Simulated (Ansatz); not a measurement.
```yaml
crystal:
  periodic: [false, false, false]
  atoms:
    - {symbol: Ta, position_ang: [-0.001159, 0.000184, -0.233885]}
    - {symbol: N, position_ang: [0.023596, 0.002680, 1.536388]}
    - {symbol: H, position_ang: [0.037354, 0.004440, 2.547617]}
    - {symbol: O, position_ang: [1.745575, 0.423608, -0.888971]}
    - {symbol: H, position_ang: [2.584992, 0.624752, -0.469944]}
    - {symbol: O, position_ang: [-1.257808, 1.307483, -0.843705]}
    - {symbol: H, position_ang: [-1.844774, 1.921172, -0.396793]}
    - {symbol: O, position_ang: [-0.522798, -1.734868, -0.848182]}
    - {symbol: H, position_ang: [-0.764989, -2.549462, -0.402525]}
basis:
  gaussian: {orbitals: def2-SVPD, final_grid: {core_spheres: 5, valence_spheres: 4, degree: 11}}
hamiltonian: {xc: {name: wB97}}
scf: {omitted_lower_state_checks: [starts]}
output: {forces: true}
```

```sh
$ ansatz run in.yaml --threads 4 --pin off --events-out ev --progress --plain --max-ram 3916MiB
```

It prints (some lines left out):

```
Functional definition: wB97
1302 factors; their error is unknown
601 factors; integrals over basis functions are off by at most 1.5e-5 eV
mean field evaluation 1: about -9230.3976 eV, gradient 9.5e1 eV
mean field evaluation 2: about -9213.8159 eV, gradient 1.3e2 eV
mean field evaluation 4: about -9246.7269 eV, gradient 6.2e0 eV
mean field evaluation 8: about -9246.8640 eV, gradient 6.7e-1 eV
mean field evaluation 16: about -9246.8059 eV, gradient 5.1e-4 eV
mean field -9246.80588020 eV, -339.8138483871 hartree, gradient 1.4e-5 eV, S^2 0.000000; 0 other end points of the search recorded, 0 dependent functions left out
reference -9246.80586642 eV, -339.8138478808 hartree; 24, 24 occupied and 132, 132 virtual orbitals, 1302 factors
Total energy: -9246.80586642 eV, -339.8138478808 hartree
Atom 0 at    -0.001159     0.000184    -0.233885 Å, force     0.163114     0.037007     0.904001 eV/Å
Atom 1 at     0.023596     0.002680     1.536388 Å, force    -0.031602    -0.005620    -0.236774 eV/Å
Atom 2 at     0.037354     0.004440     2.547617 Å, force    -0.002905     0.000011    -0.098251 eV/Å
Atom 3 at     1.745575     0.423608    -0.888971 Å, force     0.381772     0.093102    -0.154888 eV/Å
Atom 4 at     2.584992     0.624752    -0.469944 Å, force     0.011055     0.001460    -0.027679 eV/Å
Atom 5 at    -1.257808     1.307483    -0.843705 Å, force    -0.421654     0.300397    -0.103796 eV/Å
Atom 6 at    -1.844774     1.921172    -0.396793 Å, force     0.071034     0.006677    -0.087663 eV/Å
Atom 7 at    -0.522798    -1.734868    -0.848182 Å, force    -0.236728    -0.457713    -0.107538 eV/Å
Atom 8 at    -0.764989    -2.549462    -0.402525 Å, force     0.065914     0.024678    -0.087412 eV/Å
Dipole moment:     0.005020     0.000757     0.397298 e Å
Checks for a lower state left out: starts
```

It took 1.6 s on 4 threads of Arm Neoverse V2 on a shared host.

In the def2 sets Ta takes a core potential; there is no spin–orbit coupling.
